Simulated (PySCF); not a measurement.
Cartesian coordinates in Å; atom numbers follow the order of the lines, from 1:
```xyz
29

Si    0.4370    0.4896    0.7376
C     0.3442    0.3159    2.6032
C     1.3783    0.5360    3.4240
H    -0.6158    0.0251    3.0530
H     2.3614    0.8302    3.0380
H     1.2952    0.4338    4.5124
C     2.2355    0.5263    0.2024
C     2.8707    1.6272   -0.2176
H     2.8074   -0.4120    0.2410
H     2.3579    2.5946   -0.2755
H     3.9244    1.6179   -0.5197
C    -0.3904    2.0938    0.2218
C    -0.7120    3.0721    1.0769
H    -0.6166    2.2501   -0.8422
H    -0.5081    2.9826    2.1505
H    -1.1895    4.0033    0.7499
C    -0.4195   -0.9830   -0.0741
C    -0.4432   -0.9385   -1.6017
C    -1.0228   -2.1855   -2.2669
C    -2.4869   -2.4458   -1.9479
H     0.0995   -1.8969    0.2705
H    -1.4432   -1.0470    0.3344
H    -1.0192   -0.0560   -1.9350
H     0.5826   -0.7808   -1.9779
H    -0.9003   -2.0912   -3.3597
H    -0.4189   -3.0623   -1.9717
H    -2.8634   -3.3306   -2.4835
H    -2.6473   -2.6226   -0.8729
H    -3.1165   -1.5887   -2.2385
```

PySCF calculation with shieldings: GIAO B3LYP/pcSseg-1 and structure optimised with PBE0-D3(BJ)/def2-SVP; in vacuum, rapidly exchanging positions averaged, no relativistic terms, one conformer.

δ = σ(ref) − σ, references computed at the same level: ¹³C and ¹H and ²⁹Si vs TMS.

| atoms | nucleus | count | δ (ppm) |
| --- | --- | --- | --- |
| C19 | ¹³C | 1 | ? |
| C17 | ¹³C | 1 | 14.8 |
| H21/H22 | ¹H | 2 | 0.57 |
| H23/H24 | ¹H | 2 | 1.36 |
| C20 | ¹³C | 1 | 14.2 |
| C18 | ¹³C | 1 | ? |
| H5/H6/H10/H11/H15/H16 | ¹H | 6 | 6.18 |
| C2/C7/C12 | ¹³C | 3 | ? |
| C3/C8/C13 | ¹³C | 3 | 146.0 |
| Si1 | ²⁹Si | 1 | -12.6 |
| H4/H9/H14 | ¹H | 3 | 6.24 |
| H27/H28/H29 | ¹H | 3 | 0.99 |
| H25/H26 | ¹H | 2 | ? |

Complete the table.

Answers


- C2/C7/C12: 143.8 ppm, carbon bonded to C, Si, H
- C19: 29.6 ppm, carbon bonded to 2 C, 2 H
- C18: 28.6 ppm, carbon bonded to 2 C, 2 H
- H25/H26: 1.37 ppm, hydrogen on a carbon bonded to 2 C

Shifts are as computed. Against solution values, carbons near 30 ppm lie about +2 ppm off and those near 130 ppm about +6 ppm. Of 1309 compounds with measured shifts, 239 miss one by over three times the rms of a fit or turn the order of signals round; such compounds aren't used in these exercises.
